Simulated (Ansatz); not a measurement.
One change: `O[SiH2]C[Si](O)(Cl)Cl` becomes `O[SiH2]C[SiH](O)Cl`.

Ansatz, PBE0-D4/def2-TZVP geometries, multiplicity 1. Each molecule was computed in one conformer, which needn't be the lowest.

```csv
property,`O[SiH2]C[Si](O)(Cl)Cl`
size of the dipole moment (PBE/def2-TZVPP) / D,1.27
LUMO energy (B3LYP/def2-TZVPP) / eV,-0.14
HOMO–LUMO gap (PBE/def2-TZVPP) / eV,6.37
HOMO energy (ωB97M-V/def2-TZVPP) / eV,-10.89
LUMO energy (PBE/def2-TZVPP) / eV,-0.71
HOMO–LUMO gap (B3LYP/def2-TZVPP) / eV,8.22
```

(1) What does the change do to each property? (Estimate.)

## Answers

(1) Ansatz gave: 
```
                                      property  `O[SiH2]C[SiH](O)Cl`  shift
size of the dipole moment (PBE/def2-TZVPP) / D                  3.00   1.73
           LUMO energy (B3LYP/def2-TZVPP) / eV                 -0.41  -0.27
           HOMO–LUMO gap (PBE/def2-TZVPP) / eV                  6.13  -0.24
         HOMO energy (ωB97M-V/def2-TZVPP) / eV                -10.68   0.21
             LUMO energy (PBE/def2-TZVPP) / eV                 -1.00  -0.29
         HOMO–LUMO gap (B3LYP/def2-TZVPP) / eV                  7.83  -0.39
```

With PBE0 the HOMO rises by 0.12 eV and the LUMO falls by 0.31 eV, so the gap narrows by about 0.43 eV. PBE moves the HOMO by -0.05 eV and ωB97M-V by 0.21 eV. Dipoles are sizes alone; their direction can turn.

B3LYP here is the variant with VWN-RPA as its local correlation; programs differ in this.
